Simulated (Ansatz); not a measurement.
`F[CH2][AlH][GaH2]` + H₂O → `[OH][AlH][CH2]F` + `[GaH3]` at 700 K and 1 bar (formal hydrolysis of the Al–Ga bond).

Program: Ansatz. Geometries: PBE0-D4/def2-TZVP. ΔE: electronic, gas phase. CBS: MP2 limit from def2 TZ/QZ plus the TZ coupled-cluster correction, frozen cores. This one scheme is used for every species. For Ga outer-core shells are correlated without core-valence functions, which leaves a few kJ/mol of doubt a bond. Scalar relativity is left out up to krypton. Each species was taken in one conformer, which may not be the lowest.

```csv
species,CCSD(T)/CBS energy (Eh),H − E (kJ/mol),S (J/(mol·K))
`F[CH2][AlH][GaH2]`,-2306.75904,204.8,481.8
H₂O,-76.37941,80.5,218.4
`[OH][AlH][CH2]F`,-457.47532,194.4,420.7
`[GaH3]`,-1925.70545,80.8,262.3
```

H − E and S are ideal-gas, rigid-rotor, harmonic terms from PBE0-D4/def2-TZVP, for one conformer and one mirror image of each species. 1 Eh = 2625.50 kJ/mol, R = 8.31446 J/(mol·K).

Task: By hand: ΔE, ΔH, ΔS and ΔG.

Result: ΔE = (-457.47532) + (-1925.70545) − (-2306.75904) − (-76.37941) = -0.04232 Eh = -111.1 kJ/mol. Δ(H − E) = 194.4 + 80.8 − 204.8 − 80.5 = -10.1, so ΔH = -121.2 kJ/mol. ΔS = 420.7 + 262.3 − 481.8 − 218.4 = -17.2 J/(mol·K). ΔG = -121.2 − 700 × (-17.2)/1000 = -109.2 kJ/mol.

Task: By hand: the equilibrium constant, and the temperature at which ΔG would vanish if ΔH and ΔS stayed fixed.

Result: log₁₀ K = −ΔG/(RT ln 10) = 8.1. ΔG = 0 at ΔH/ΔS = 7047 K, far beyond where these terms or the molecules hold.

ΔH outweighs TΔS. A doubt of 5 kJ/mol in ΔE shifts log₁₀ K by 0.4 here. Other conformers and mirror images would add mixing entropy, several J/(mol·K) or more a flexible species. Modes under 60 cm⁻¹, often nearly free rotors, make the harmonic entropy too high. These are equilibria of isolated gas molecules and say nothing of rates. Largest T1 diagnostic: 0.013 (customary marks: 0.02 for closed shells, 0.045 for open ones).
